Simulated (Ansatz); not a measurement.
Consider the atomization: `[SiH3]C1=CO[SiH2]1` → 2 C• + 6 H• + O• + 2 Si•.

Gas-phase electronic energies from Ansatz, PBE0-D4/def2-TZVP geometries. CCSD(T)/CBS adds triple-zeta CCSD(T) − MP2 to the extrapolated MP2 energy (def2 sets, frozen cores). This one scheme is used for every species, atoms too. Functionals use def2-TZVPP. No spin–orbit coupling; open shells (•) take unrestricted orbitals. Spin–orbit coupling would lower the free atoms: a little for C, O, Si.

CCSD(T)/CBS gives +972.2 kcal/mol.

Problem. Another level gave +945.3 kcal/mol. Which?
A. CCSD(T)/def2-TZVPP
B. HF/def2-TZVPP
C. SCS-MP2/def2-TZVPP
D. PBE-D4/def2-TZVPP

Solution. A. CCSD(T)/def2-TZVPP 945.3, PBE-D4 985.3, HF/def2-TZVPP 709.2, SCS-MP2/def2-TZVPP 958.8 kcal/mol.

Largest T1 diagnostic among the species: 0.014.

In def2-TZVPP, CCSD(T) changes the Hartree–Fock value by +236.1 kcal/mol (the triples alone add +15.6 kcal/mol) and MP2 by +252.7 kcal/mol; breaking electron pairs costs correlation energy, which Hartree–Fock lacks. The D4 term adds +9.8 kcal/mol with B3LYP and +5.1 kcal/mol with PBE0; it sums over pairs of atoms, weighted by their polarisabilities, and B3LYP, whose exchange is more repulsive, gets the larger term. From PBE to PBE0 (25 % exact exchange), in def2-TZVPP and without D4, ΔE moves by −14.3 kcal/mol: exact exchange takes away binding that semilocal exchange gives to molecules.

B3LYP here is the variant with VWN-RPA as its local correlation; programs differ in this.

For atomizations the MP2-based limit and the directly extrapolated one differ by several kJ/mol either way, and by 10 to 25 for some Ge, Se and Sn compounds, so smaller differences from it don't rank the levels.
